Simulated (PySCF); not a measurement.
# Electron correlation in Xe³⁺ (xenon, charge +3)

[Kr] 4d10 5s2 5p3, high-spin 4S determinant. Computed with PySCF 2.14 in x2c-TZVPPall (8s6p4d2f, 60 functions), with scalar relativity by spin-free X2C-1e. Frozen: [Kr] 4d10; 5 electrons correlated.

```tsv
level	correlation energy (mhartree)
CCSD	-71.41
(T)	-1.40
CCSD(T)	-72.81
```

Diagnostics: T1 = 0.0010, D1 = 0.0028, largest double amplitude 0.047.

Cost of the coupled-cluster step: about 0.4 core-seconds, for 5 correlated electrons.

Iterations:

```
CC2 = 0
CCSD nocc = (np.int64(4), np.int64(1)), nmo = (37, 37)
frozen orbitals [[0, 1, 2, 3, 4, 5, 6, 7, 8, 9, 10, 11, 12, 13, 14, 15, 16, 17, 18, 19, 20, 21, 22], [0, 1, 2, 3, 4, 5, 6, 7, 8, 9, 10, 11, 12, 13, 14, 15, 16, 17, 18, 19, 20, 21, 22]]
max_cycle = 100
direct = 0
conv_tol = 1e-08
conv_tol_normt = 1e-06
diis_space = 8
diis_start_cycle = 0
Init t2, MP2 energy = -0.0597534645788449
Init E_corr(UCCSD) = -0.0597534645795797
cycle = 1  E_corr(UCCSD) = -0.0691067406685084  dE = -0.00935327609  norm(t1,t2) = 0.0281558
cycle = 2  E_corr(UCCSD) = -0.0708427072804354  dE = -0.00173596661  norm(t1,t2) = 0.0072159
cycle = 3  E_corr(UCCSD) = -0.0714222645144113  dE = -0.000579557234  norm(t1,t2) = 0.00229267
cycle = 4  E_corr(UCCSD) = -0.0714095782078692  dE = 1.26863065e-05  norm(t1,t2) = 0.000222658
cycle = 5  E_corr(UCCSD) = -0.0714093112729492  dE = 2.6693492e-07  norm(t1,t2) = 1.90965e-05
cycle = 6  E_corr(UCCSD) = -0.0714092741080977  dE = 3.71648515e-08  norm(t1,t2) = 1.87202e-06
cycle = 7  E_corr(UCCSD) = -0.0714092971000009  dE = -2.29919032e-08  norm(t1,t2) = 3.19549e-07
cycle = 8  E_corr(UCCSD) = -0.0714092928723362  dE = 4.22766469e-09  norm(t1,t2) = 3.84069e-08
UCCSD converged
E(UCCSD) = -7441.296945526859  E_corr = -0.07140929287233622
UCCSD(T) correction = -0.00140349596021715
```
